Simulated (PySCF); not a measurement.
Species: `F[C@H]1COCOCO1`. The columns A, B, C and D hold Mulliken, IAO, Hirshfeld and ESP-fitted charges (e) of one PBE0/pcSseg-1 density (PySCF), in a shuffled order. Coordinates in Å (GFN2-xTB); the density's dipole moment is (-1.21, -0.14, 0.39) D.

```csv
atom,x,y,z,A,B,C,D
F1,2.550,0.642,0.233,-0.263,-0.308,-0.307,-0.110
C2,1.259,0.391,-0.124,+0.418,+0.343,+0.382,+0.118
C3,1.033,-1.129,-0.185,-0.128,-0.088,+0.066,-0.016
O4,-0.208,-1.439,-0.774,-0.327,-0.387,-0.506,-0.147
C5,-1.315,-0.823,-0.187,+0.112,+0.116,+0.286,+0.065
O6,-1.411,0.543,-0.507,-0.323,-0.411,-0.522,-0.154
C7,-0.781,1.428,0.378,-0.054,+0.124,+0.293,+0.072
O8,0.445,0.961,0.856,-0.328,-0.395,-0.503,-0.147
H9,1.093,0.856,-1.109,+0.100,+0.134,+0.101,+0.041
H10,1.796,-1.598,-0.808,+0.133,+0.167,+0.136,+0.055
H11,1.092,-1.520,0.841,+0.122,+0.135,+0.115,+0.038
H12,-1.312,-0.961,0.908,+0.107,+0.112,+0.092,+0.036
H13,-2.187,-1.303,-0.637,+0.127,+0.172,+0.130,+0.056
H14,-0.673,2.366,-0.187,+0.147,+0.143,+0.120,+0.047
H15,-1.386,1.595,1.281,+0.158,+0.145,+0.118,+0.046
```

Q: Which column most likely holds the ESP-fitted charges?

A: A. Σ q r misses the density's dipole by 0.04 D (A), 0.40 D (D), 0.78 D (C), 0.88 D (B). Charges fitted to the outside potential are the only set here that is tied to the molecule's multipoles.

Q: And the Hirshfeld charges?

A: D. The mean sizes are 0.077 e (D), 0.190 e (A), 0.212 e (B), 0.245 e (C), and Hirshfeld charges are commonly the smallest of these schemes.

As computed, A = ESP-fitted, B = IAO, C = Mulliken, D = Hirshfeld. Hydrogens on carbon: ESP-fitted +0.10 to +0.16, IAO +0.11 to +0.17, Mulliken +0.09 to +0.14, Hirshfeld +0.04 to +0.06 e.

The Mulliken scheme counts on each atom the diagonal of the density matrix times the overlap matrix over that atom's basis functions. The IAO scheme counts the electrons in orthogonalised intrinsic atomic orbitals, a minimal basis polarised so that it spans the occupied orbitals exactly.

Isolated species at its GFN2-xTB geometry (one conformer only).
